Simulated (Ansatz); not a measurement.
`F[CH]([AlH2])[SiH3]` + NH₃ → `[NH2][AlH2]` + `FC[SiH3]` at 500 K and 1 bar (ligand exchange at the Al–C bond).

Gas-phase electronic energies from Ansatz, PBE0-D4/def2-TZVP geometries. CBS: MP2 limit from def2 TZ/QZ plus the TZ coupled-cluster correction, frozen cores. This one scheme is used for every species.

| species | CCSD(T)/CBS energy (Eh) | H − E (kJ/mol) | S (J/(mol·K)) |
| --- | --- | --- | --- |
| `F[CH]([AlH2])[SiH3]` | -672.50092 | 196.5 | 415.1 |
| NH₃ | -56.50880 | 108.2 | 211.8 |
| `[NH2][AlH2]` | -299.14566 | 129.9 | 289.4 |
| `FC[SiH3]` | -429.90570 | 175.1 | 332.8 |

H − E and S are ideal-gas, rigid-rotor, harmonic terms from PBE0-D4/def2-TZVP, for one conformer and one mirror image of each species. 1 Eh = 2625.50 kJ/mol, R = 8.31446 J/(mol·K).

**Question.** By hand: ΔE, ΔH, ΔS and ΔG.

**Answer.** ΔE = (-299.14566) + (-429.90570) − (-672.50092) − (-56.50880) = -0.04164 Eh = -109.3 kJ/mol. Δ(H − E) = 129.9 + 175.1 − 196.5 − 108.2 = 0.3, so ΔH = -109.0 kJ/mol. ΔS = 289.4 + 332.8 − 415.1 − 211.8 = -4.7 J/(mol·K). ΔG = -109.0 − 500 × (-4.7)/1000 = -106.7 kJ/mol.

**Question.** By hand: the equilibrium constant, and the temperature at which ΔG would vanish if ΔH and ΔS stayed fixed.

**Answer.** log₁₀ K = −ΔG/(RT ln 10) = 11.1. ΔG = 0 at ΔH/ΔS = 23191 K, far beyond where these terms or the molecules hold.

The number of gas molecules stays the same, so ΔS is small and ΔH decides. A doubt of 5 kJ/mol in ΔE shifts log₁₀ K by 0.5 here. Other conformers and mirror images would add mixing entropy, several J/(mol·K) or more a flexible species. These are equilibria of isolated gas molecules and say nothing of rates. Largest T1 diagnostic: 0.012 (customary marks: 0.02 for closed shells, 0.045 for open ones).
